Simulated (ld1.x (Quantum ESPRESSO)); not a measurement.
**scandium: TM pseudisation with LDA (PZ), scalar-relativistic reference atom.**

ld1.x (Quantum ESPRESSO) 7.5 input, shortened:

```
&input
   title='Sc', zed=21., rel=1, dft='PZ', iswitch=3,
   config='[Ar] 3d1 4s1 4p0'
 /
 &inputp
   pseudotype=2, tm=.true., lloc=2,
   nlcc=.false.
 /
3
3S  1  0   2.00   0.00  1.00  1.00  0.0
3P  2  1   6.00   0.00  1.20  1.20  0.0
3D  3  2   1.00   0.00  1.65  1.65  0.0
 &test
   configts(1)='3s2 3p6 3d1 4s1 4p0'
 /
```

Occupied shells without a wave of their own: 4s. They enter only through the test configuration that unscreens the potential.

All-electron outer shells of the reference configuration (LDA (PZ), scalar-relativistic, ld1.x):

```tsv
shell	level (eV)	outermost node (bohr)	outermost maximum (bohr)
2p	-395.14	–	0.23
3s	-61.79	0.42	0.92
3p	-40.63	0.39	0.97
3d	-10.23	–	1.08
4s	-9.96	1.32	2.91
4p	-6.47	1.47	3.51
```

Question: Estimate the cutoffs (Ry, on a coarse ladder) from which the occupation-weighted sum of valence levels, in a spherical-Bessel basis at the reference potential, stays within 10 and 1 mRy of its value at 400 Ry.

Answer: 110 Ry and 180 Ry.

Question: What does a ghost test show?

Answer: No extra level below or beside the all-electron valence levels (s, p, d, f tested).

Question: Which valence shell sets the plane-wave cutoff?

Answer: 3s: its level needs 140 Ry to come within 1 mRy, against 100 Ry for 4s.

Question: Tests: 3s2 3p6 3d1 4s2 4p0; 3s2 3p6 3d1 4s0 4p0; 3s2 3p6 3d0 4s0 4p0; 3s2 3p6 3d1.5 4s1.5 4p0; 3s2 3p6 3d1 4s1 4p1; 3s2 3p6 3d0 4s2 4p1; 3s2 3p6 3d0 4s2 4p0. Which has the largest error in its energy relative to the reference configuration, and how large is it?

Answer: 3s2 3p6 3d0 4s0 4p0, with +35 meV (all-electron minus pseudo) on +38.05 eV.
